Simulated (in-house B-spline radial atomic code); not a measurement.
Atomic self-consistent-field run: Er³⁺ (an excited or competing configuration). All numbers are computed (scalar-relativistic (X2C) PBE0, spin-polarised, spherical fractional occupations, exact exchange averaged over the configuration; Fermi nucleus of rms radius 5.2516 fm) with an all-electron radial atomic-structure program (B-spline basis), not measured.

Command:
```bash
python run_scf.py task.json out
```
Settings (nuclear radius in fm, mass in u):
```
Z                68
configuration    [Xe] 4f10 6d1
hamiltonian      x2c
method           pbe0
spin_polarised   True
nucleus          fermi
rms_radius       5.2516
atomic_mass      165.9303
speed_of_light   137.035999084
exact_exchange   averaged over the configuration
```

Output (hartree, bohr):
```
 radial grid: 77 intervals, B-splines of order 8, outer radius 51.8919 bohr

 iter        energy (Eh)    residual
    1      -13056.232631    7.03e-01
    2      -13059.777226    1.01e+00
    3      -13082.837772    1.69e-01
    4      -13083.231099    5.85e-02
    5      -13083.292614    2.14e-02
    6      -13083.297518    6.21e-03
    7      -13083.298664    2.18e-03
    8      -13083.298746    2.39e-04
    9      -13083.298747    9.24e-06
   10      -13083.298747    7.90e-07
   11      -13083.298747    5.38e-08

 total energy                    -13083.29875
 kinetic                           14447.7734
 electron-nucleus                 -32276.8322
 Hartree                            5025.6067
 exact exchange                      -68.6483
 exchange-correlation               -211.1983

 orbital      occ     eigenvalue          <r>       <r^2>       <1/r>       r_max
 1s up      1.000     -2109.1965    0.0196179 0.000535335     83.9118     0.01197
 1s down    1.000     -2109.1965    0.0196179 0.000535335     83.9118     0.01197
 2s up      1.000      -356.9992    0.0857286  0.00874681     19.4616     0.07307
 2s down    1.000      -356.9966     0.085727  0.00874644     19.4619     0.07307
 2p up      3.000      -316.6401    0.0762475  0.00711571     16.8513     0.05906
 2p down    3.000      -316.6381     0.076246  0.00711533     16.8515     0.05906
 3s up      1.000       -81.9923     0.224827   0.0579127     7.00319      0.2073
 3s down    1.000       -81.9099     0.224688   0.0578385     7.00852      0.2072
 3p up      3.000       -69.5971     0.223883   0.0582085     6.29432      0.2037
 3p down    3.000       -69.5109     0.223704   0.0581117      6.2996      0.2036
 3d up      5.000       -53.7048     0.203884   0.0488058     5.89635      0.1664
 3d down    5.000       -53.6279     0.203636    0.048673     5.90194      0.1663
 4s up      1.000       -17.9526     0.507228    0.290554     2.89948      0.4741
 4s down    1.000       -17.7723     0.507288    0.290614     2.89789       0.474
 4p up      3.000       -13.8258     0.536611    0.327654     2.59996      0.4947
 4p down    3.000       -13.6402     0.536817    0.327909     2.59768      0.4946
 4d up      5.000        -8.1877     0.579752    0.389751     2.28669      0.5113
 4d down    5.000        -7.9806     0.580675    0.391103     2.28198      0.5113
 5s up      1.000        -3.5537       1.2051     1.62782      1.1162       1.092
 5s down    1.000        -3.4824      1.21525     1.65552     1.10393       1.099
 5p up      3.000        -2.4849      1.37826     2.13983    0.949655       1.226
 5p down    3.000        -2.4310      1.39373     2.18879    0.936593       1.236
 4f up      7.000        -2.0091     0.718209    0.649636     1.77382      0.5014
 4f down    3.000        -1.8613      0.73276    0.682123     1.75198      0.5033
 6d up      1.000        -0.5387      4.57416     23.2767    0.280945       4.384
```

Run time, properties included: 0.32 s on 1 thread of Intel(R) Xeon(R) 6975P-C (shared host).

One-electron X2C: radii and densities carry no picture-change correction, so inner-shell <1/r> comes out high (for 1s by about 2 % at Z = 33, 5 % at 54, 10 % at 75, 30 % at 118) and <r> low.
